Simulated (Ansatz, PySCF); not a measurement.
C4H4ClF, SMILES C=C/C(F)=C/Cl. Atoms are numbered in the order given.

```xyz
10

C     -0.0143    -2.9077     0.0000
C      0.6758    -1.7574     0.0000
C      0.0555    -0.4426     0.0000
F     -1.2824    -0.4325     0.0000
C      0.7391     0.7162     0.0000
Cl    -0.0224     2.2632     0.0000
H     -1.1066    -2.9104     0.0000
H      0.4981    -3.8717     0.0000
H      1.7697    -1.7609     0.0000
H      1.8288     0.7221     0.0000
```
Charge 0, spin multiplicity 1.

Coordinates come from a B3LYP-D3(BJ)/def2-SVP optimisation. The values are those of a single conformer.

Two levels are set side by side: PBE-D3(BJ)/def2-SVP (Ansatz, an electronic-structure program) and B3LYP-D3(BJ)/def2-SVP (Ansatz). Each level has its own optimised geometry; the coordinates shown are those of the second. Frequencies come from the Hessian of PySCF at each geometry. Differences are taken from unrounded values.

| quantity | B3LYP-D3(BJ) |
|---|---|
| mean bond length (Å) | 1.286 |
| bond C1–C2 (Å) | 1.341 |
| bond C2–C3 (Å) | 1.454 |
| bond C3–F4 (Å) | 1.338 |
| bond C3–C5 (Å) | 1.345 |
| bond C5–Cl6 (Å) | 1.724 |
| bond C1–H7 (Å) | 1.092 |
| bond C1–H8 (Å) | 1.092 |
| bond C2–H9 (Å) | 1.094 |
| bond C5–H10 (Å) | 1.090 |
| highest harmonic wavenumber (cm⁻¹) | 3259 |
| mean harmonic wavenumber (cm⁻¹) | 1257 |
| zero-point energy (kcal/mol) | 43.12 |

Q: What does PBE-D3(BJ) give, and how far is it from B3LYP-D3(BJ)? (An estimate is asked for; the answer gives what the named calculation found.)

A: 
| quantity | PBE-D3(BJ) | PBE-D3(BJ) minus B3LYP-D3(BJ) |
|---|---|---|
| mean bond length (Å) | 1.292 | 0.006 |
| bond C1–C2 (Å) | 1.352 | 0.010 |
| bond C2–C3 (Å) | 1.452 | -0.001 |
| bond C3–F4 (Å) | 1.344 | 0.006 |
| bond C3–C5 (Å) | 1.358 | 0.013 |
| bond C5–Cl6 (Å) | 1.721 | -0.004 |
| bond C1–H7 (Å) | 1.100 | 0.008 |
| bond C1–H8 (Å) | 1.099 | 0.008 |
| bond C2–H9 (Å) | 1.102 | 0.008 |
| bond C5–H10 (Å) | 1.098 | 0.009 |
| highest harmonic wavenumber (cm⁻¹) | 3198 | -61 |
| mean harmonic wavenumber (cm⁻¹) | 1222 | -35 |
| zero-point energy (kcal/mol) | 41.92 | -1.20 |

GGA bonds tend to be longer and softer than those of functionals with exact exchange. Differences between two approximate levels are no errors against the true value.
